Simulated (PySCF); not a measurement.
**Excitation energy of V by level of theory**

V [Ar] 3d3 4s2 (4F) → V [Ar] 3d3 4s1 4p1 (high-spin determinant), as a difference of total energies. All numbers are calculated (PySCF 2.14, no relativity, point nucleus, in def2-TZVPPD (6s6p4d2f1g, 67 functions)). Correlated levels: valence: [Ar] frozen. The calculations carry no spin-orbit coupling.

| method | excitation energy (cm⁻¹) |
| --- | --- |
| UHF | 8040.8 |
| MP2 (valence) | 13786 |
| SCS-MP2 (valence) | 15939 |
| CCSD (valence) | 15303 |
| CCSD(T) (valence) | 15679 |

A first-order spin-orbit estimate (lowest level to lowest level, LS coupling) adds -0.009 eV.

The determinant of the upper state mixes LS terms, which raises its energy above the lowest term, most at the Hartree-Fock and MP2 levels.
